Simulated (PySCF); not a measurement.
W(O)2(F)(OMe) (CH₃FO₃W), SMILES C[O][W](=[O])(=[O])[F], multiplicity 1. Atoms are numbered in the order given.

```xyz
9

W      0.0236    -0.2455     0.0000
O      1.0197    -0.5012     1.3701
O      1.0197    -0.5012    -1.3701
F     -1.4182    -1.4511     0.0000
O     -0.5364     1.5274     0.0000
C     -0.1437     2.8840     0.0000
H     -1.0491     3.5094     0.0000
H      0.4521     3.1072     0.8999
H      0.4521     3.1072    -0.8999
```

Geometry: B3LYP-D3(BJ)/def2-SVP. The multiplicity is an assumed one; no other spin state was optimised. The structure was generated by enumeration; whether it is a known compound was not checked. The def2 effective core potentials stand for the cores of W; spin–orbit coupling is left out. One conformer was computed; it need not be the lowest.

The numbers are results of PySCF with M06-2X/def2-TZVP, not measurements.

Symmetry labels are those of the subgroup Cs that the program uses (full group Cs).

Task: List the valence orbital energies around the gap with their symmetry. (The exact figures need the calculation; the answer reports its results.)

Result: 
| orbital | symmetry | energy (eV) |
|---|---|---|
| HOMO−7 | A' | -13.86 |
| HOMO−6 | A" | -13.59 |
| HOMO−5 | A" | -12.65 |
| HOMO−4 | A' | -12.44 |
| HOMO−3 | A' | -11.83 |
| HOMO−2 | A' | -11.41 |
| HOMO−1 | A" | -11.08 |
| HOMO | A" | -10.74 |
| LUMO | A' | -1.11 |
| LUMO+1 | A" | -0.50 |
| LUMO+2 | A' | -0.03 |
| LUMO+3 | A' | 0.11 |
